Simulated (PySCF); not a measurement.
H5Sn, SMILES [SnH5-], charge -1. Geometry: B3LYP-D3(BJ)/def2-TZVPD. The def2 effective core potentials stand for the cores of Sn; spin–orbit coupling is left out.

The numbers are results of B3LYP-D3(BJ)/def2-TZVPD (PySCF 2.14.0), not measurements.

Harmonic wavenumbers (cm⁻¹): 418, 418, 735, 735, 754, 935, 936, 1149, 1284, 1639, 1639, 1677. Rotational constants (GHz): 53.13, 42.48, 42.48; symmetry number 6.

**Question.** Work out the zero-point energy and the ideal-gas rigid-rotor harmonic-oscillator thermochemistry at 298.15 K and 1 atm.

**Answer.** ZPE = ½ Σ hcν = ½ × 12319 cm⁻¹ = 17.61 kcal/mol. H − E(el) = 20.62 kcal/mol. Entropy in cal/(mol K): translation 40.35, rotation 15.20, vibration 2.92, total 58.47. G − E(el) = 3.18 kcal/mol. Cp = 14.50 cal/(mol K).
